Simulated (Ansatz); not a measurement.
`BC[SiH2]Cl` + H₂ → `BC[SiH3]` + HCl at 400 K and 1 bar (hydrogenolysis of the Si–Cl bond).

Computed with Ansatz on PBE0-D4/def2-TZVP structures; ΔE is electronic, products minus reactants. CCSD(T)/CBS adds triple-zeta CCSD(T) − MP2 to the extrapolated MP2 energy (def2 sets, frozen cores). This one scheme is used for every species. One conformer a species, not always the lowest.

```json
{"species": "`BC[SiH2]Cl`", "CCSD(T)/CBS energy (Eh)": "-815.35378", "H − E (kJ/mol)": "205.3", "S (J/(mol·K))": "367.6"}
{"species": "H₂", "CCSD(T)/CBS energy (Eh)": "-1.17544", "H − E (kJ/mol)": "38.0", "S (J/(mol·K))": "139.0"}
{"species": "`BC[SiH3]`", "CCSD(T)/CBS energy (Eh)": "-356.11784", "H − E (kJ/mol)": "216.8", "S (J/(mol·K))": "331.5"}
{"species": "HCl", "CCSD(T)/CBS energy (Eh)": "-460.38127", "H − E (kJ/mol)": "29.6", "S (J/(mol·K))": "195.4"}
```

H − E and S are ideal-gas, rigid-rotor, harmonic terms from PBE0-D4/def2-TZVP, for one conformer and one mirror image of each species. The MP2-based limit puts H₂ 0.8 mEh under its directly extrapolated value; such offsets cancel only in part. 1 Eh = 2625.50 kJ/mol, R = 8.31446 J/(mol·K).

Question: By hand: ΔE, ΔH, ΔS and ΔG.

Answer: ΔE = (-356.11784) + (-460.38127) − (-815.35378) − (-1.17544) = 0.03011 Eh = 79.1 kJ/mol. Δ(H − E) = 216.8 + 29.6 − 205.3 − 38.0 = 3.1, so ΔH = 82.2 kJ/mol. ΔS = 331.5 + 195.4 − 367.6 − 139.0 = 20.3 J/(mol·K). ΔG = 82.2 − 400 × (20.3)/1000 = 74.1 kJ/mol.

Question: By hand: the equilibrium constant, and the temperature at which ΔG would vanish if ΔH and ΔS stayed fixed.

Answer: log₁₀ K = −ΔG/(RT ln 10) = -9.7. ΔG = 0 at ΔH/ΔS = 4049 K, far beyond where these terms or the molecules hold.

ΔH outweighs TΔS. A doubt of 5 kJ/mol in ΔE shifts log₁₀ K by 0.7 here. Other conformers and mirror images would add mixing entropy, several J/(mol·K) or more a flexible species. Modes under 60 cm⁻¹, often nearly free rotors, make the harmonic entropy too high. These are equilibria of isolated gas molecules and say nothing of rates. Largest T1 diagnostic: 0.011 (customary marks: 0.02 for closed shells, 0.045 for open ones).
